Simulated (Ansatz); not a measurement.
Molecule: CH₂BCl₂, charge 0, multiplicity 2. It need not be the lowest isomer of its formula. SMILES: [CH2]B(Cl)Cl
Coordinates optimised at B3LYP-D3(BJ)/def2-TZVP (Ansatz, a program for electronic structure):
```xyz
6

B     -0.3583    -0.0698     0.0393
Cl     0.2665     1.5642     0.2538
Cl     0.7687    -1.3624    -0.3673
C     -1.8355    -0.3577     0.2014
H     -2.5486     0.4187     0.4509
H     -2.2445    -1.3528     0.0749
```
Charge 0, spin multiplicity 2.

Quantity: atomisation energy (electronic, to ground-state atoms), in eV. Correlated levels leave the core frozen unless marked. Open shells are spin-unrestricted. No spin-orbit coupling. Non-relativistic. The coupled-cluster limit lacks core correlation, which all-electron functionals hold. CBS marks a two-point X^-3 extrapolation of the correlation energy; Hartree-Fock from the larger set.

```
level                                        program  atomisation energy (eV)  minus last row
------------------------------------  --------------  -----------------------  --------------
r2SCANh/def2-TZVPD                            Ansatz                    22.84            0.43
LC-wPBE-D4/def2-TZVPD                 Ansatz + dftd4                    22.73            0.32
RI-MP2/aug-cc-pV(Q+d)Z                        Ansatz                    22.91            0.50
RI-MP2/CBS(cc-pV(T+d)Z,cc-pV(Q+d)Z)           Ansatz                    23.10            0.69
SCS-MP2/6-31G                                 Ansatz                    18.72           -3.69
CCSD/STO-3G                                   Ansatz                    22.81            0.40
CCSD(T)/CBS(cc-pV(T+d)Z,cc-pV(Q+d)Z)          Ansatz                    22.41            0.00
```
